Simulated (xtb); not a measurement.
Species: C₆H₅Cl₃Sn, SMILES `[Cl][Sn]([Cl])([Cl])[c]1ccccc1` (charge 0, multiplicity 1).

Give a relaxed geometry from GFN2-xTB (xtb 6.7.1).

the end point of this relaxation (outside a Z-matrix the atoms follow the SMILES, hydrogens last).
Z-matrix (Å, degrees):
```
C
C 1 1.3775
C 1 1.3776 2 122.41
H 3 1.0803 1 121.16 2 -179.77
H 2 1.0803 1 121.17 3 179.75
C 3 1.3867 4 120.35 1 -179.87
H 6 1.0797 3 119.39 4 -0.11
C 6 1.3840 7 120.43 3 -179.99
H 8 1.0796 6 119.87 7 -0.07
C 8 1.3838 9 119.89 6 -179.94
H 10 1.0797 8 120.46 9 0.06
Sn 1 2.2336 2 118.75 5 -0.84
Cl 12 2.3438 1 113.11 2 -89.67
Cl 12 2.3445 1 112.60 2 30.10
Cl 12 2.3448 1 112.76 2 150.46
```
